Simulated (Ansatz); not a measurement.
# Cost against result

Saddle point of Si$_{2}$H$_{9}$O$_{2}$F, closed shell (Si₂H₆O ([SiH3][O][SiH3]) + H₂O + HF → Si₂H₅OF ([F][SiH2][O][SiH3]) + H₂O + H₂; bonds formed: Si1–F8, H2–H9, H7–O10; bonds broken: Si1–H2, H7–F8, H9–O10), PBE0-D4/def2-TZVP structure:

```xyz
14
angstrom
Si 0.3210 0.6688 0.7708
H 0.2005 -0.7827 -0.0172
O 0.3768 1.2965 -0.7956
Si -0.5550 1.4204 -2.1220
H 1.6703 1.1104 1.1733
H -0.9549 1.2731 1.2186
H 0.1512 -1.7706 2.0237
F 0.2841 -0.3569 2.2597
H 0.1370 -1.6519 0.4848
O 0.0538 -2.5167 1.3259
H -1.8507 2.0916 -1.8201
H 0.1693 2.2054 -3.1536
H -0.8581 0.0671 -2.6753
H 0.8546 -3.0544 1.3270
```

Barriers are electronic and count from the start structure reached by relaxing down the imaginary mode.

Computed with Ansatz 0.2.0 (basis: as named in each row); correlated methods freeze the cores. B3LYP uses VWN-RPA correlation. Extrapolation: Hartree–Fock as exp(−7.88 √X), correlation as X^−2.97.

Times are rough, for one single point on 8 threads of a shared host (Intel Xeon).

The estimate by CCSD(T) at an estimated basis limit (MP2 extrapolated from triple and quadruple zeta, plus CCSD(T) − MP2 in triple zeta) is 124.7 kJ/mol.

```csv
method,basis,time (s),barrier (kJ/mol),method less estimate
HF,STO-3G,under 1,264.5,139.8
PBE-D4,STO-3G,1,-18.4,-143.1
SPW92,def2-TZVPP,3,37.1,-87.6
SPW92,def2-SVP,3,19.1,-105.6
PBE-D4,def2-SVP,3,64.1,-60.6
PBE0-D4,def2-SVP,3,89.3,-35.4
B3LYP-D4,6-31G,4,104.1,-20.6
B3LYP-D4,def2-TZVPP,4,111.6,-13.1
BHLYP-D4,def2-TZVPP,4,133.9,9.2
PBE-D4,def2-TZVPP,5,81.3,-43.4
CAM-B3LYP-D4,def2-TZVPP,6,111.6,-13.1
PBE0-D4,def2-TZVPP,6,101.9,-22.8
r2SCAN0-D4,def2-TZVPP,6,105.9,-18.7
BLYP-D4,def2-TZVPP,7,97.6,-27.1
r2SCAN-D4,def2-TZVPP,8,89.2,-35.5
RPA on PBE,def2-TZVPP,8,127.3,2.6
wB97M-V,def2-SVP,8,96.3,-28.4
PBE-QIDH,def2-TZVPP,9,116.6,-8.1
B2PLYP,def2-TZVPP,10,119.6,-5.1
B97M-V,def2-TZVPP,12,103.4,-21.3
wB97X-V,def2-TZVPP,12,116.5,-8.2
wB97M-V,def2-TZVPP,13,112.7,-12.0
CCSD(T),def2-SVP,15,130.3,5.7
MP2,def2-QZVPP,78,118.8,-5.9
CCSD(T),def2-TZVPP,280,126.7,2.0
```

All methods are single points on the PBE0-D4 structures; a negative value means that the method puts the saddle structure below the start.

The T1 diagnostic stays at or below 0.012.

Labels in which every atom is bracketed show which atoms are joined, not bond orders.
